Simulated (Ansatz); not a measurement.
Spectroscopic constants of NaO, multiplicity 2 (the spin of the measured ground state).

D_e counts from the fitted minimum to each atom's lowest state at the same level, without counterpoise.

Correlated levels freeze the inner cores; with def2 sets outer-core shells near the valence are correlated too.

The values were computed with Ansatz (Gaussian orbitals). Each number belongs to the level named beside it.

| level | bond energy D_e (kJ/mol) |
|---|---|
| SVWN5/def2-TZVPP | 318.3 |
| PBE/def2-TZVPP | 276.4 |
| B97M-V/def2-TZVPP | 258.7 |
| BHLYP/def2-TZVPP | 226.1 |
| B2PLYP/def2-TZVPP | 253.4 |
| CCSD/def2-TZVPP | 226.7 |
| CCSD/def2-QZVPP | 245.9 |
| CCSD(T)/def2-TZVPP | ___ |
| CCSD(T)/def2-QZVPP | 257.8 |

### Question
What belongs in the gaps?

### Answer

- CCSD(T)/def2-TZVPP, bond energy D_e (kJ/mol): 236.2

Ansatz is a quantum-chemistry and plane-wave program.
